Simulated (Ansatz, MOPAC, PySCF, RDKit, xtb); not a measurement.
Pair of molecules: CH4O (SMILES CO) (first 6 atoms) with CH2O2 (SMILES O=CO); geometry from B3LYP-D3(BJ)/def2-TZVP, rigid monomers moved along the line of their centres of mass till O2···H11 is 1.95 Å.
(charge 0, multiplicity 1):
| atom | x (Å) | y (Å) | z (Å) |
|---|---|---|---|
| C | -0.1896 | -0.3503 | 0.1830 |
| O | 0.4893 | -0.8055 | 1.3522 |
| H | -0.9040 | 0.4454 | 0.4141 |
| H | -0.7288 | -1.2018 | -0.2278 |
| H | 0.5196 | 0.0110 | -0.5655 |
| H | 0.9374 | -0.0547 | 1.7799 |
| O | 0.8016 | 0.9396 | 3.8152 |
| C | -0.0088 | 0.3055 | 4.4524 |
| O | -0.6645 | -0.7622 | 4.0269 |
| H | -0.2928 | 0.5590 | 5.4816 |
| H | -0.3762 | -0.9535 | 3.0907 |

Interaction energies are E(AB) − E(A) − E(B) at the monomers' geometry in the complex; basis-set methods are counterpoise corrected. Rows marked so take none.

Cores are frozen in the correlated methods. Rows in 3-21G, 6-31G* carry no dispersion term and start afresh at each structure (6-31G* with six Cartesian d functions). The state that AM1 reach isn't checked.

Run with Ansatz (a first-principles code); MOPAC for AM1 (differences of heats of formation); PySCF for 3-21G rows, 6-31G* rows; RDKit for the force fields; xtb for the GFN methods. Values without a source in brackets are computed.

```tsv
level	interaction energy (meV)
MMFF94	-386.5
AM1	-205.7
GFN1-xTB	-443.4
GFN2-xTB	-413.4
HF/3-21G (no counterpoise)	-770.4
PBE/def2-TZVPPD	-442.0
B3LYP/3-21G (no counterpoise)	-936.7
M06-2X/6-31G* (no counterpoise)	-638.6
CCSD(T)/aug-cc-pVDZ	___
```

Some entries are withheld; supply them.


- CCSD(T)/aug-cc-pVDZ, interaction energy (meV): -425.5
